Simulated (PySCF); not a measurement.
Co(2+): excitation energy

Co(2+) [Ar] 3d7 (4F) → Co(2+) [Ar] 3d6 4p1 (high-spin determinant), as a difference of total energies. Computed with PySCF 2.14 in aug-cc-pVTZ, with no relativity, point nucleus. Correlated levels: valence: [Ar] frozen. The calculations carry no spin-orbit coupling.

| method | excitation energy (cm⁻¹) |
| --- | --- |
| UHF | 88526 |
| LDA | 101340 |
| PBE | 100350 |
| PBE0 | 99320 |
| r2SCAN | 99367 |
| B3LYP | 100740 |
| wB97X | 103780 |
| M06 | 99478 |
| B97-3 | 101770 |
| MP2 (valence) | 100370 |
| SCS-MP2 (valence) | 102720 |

A first-order spin-orbit estimate (lowest level to lowest level, LS coupling) adds 0.065 eV.

The determinant of the upper state mixes LS terms, which raises its energy above the lowest term, most at the Hartree-Fock and MP2 levels.
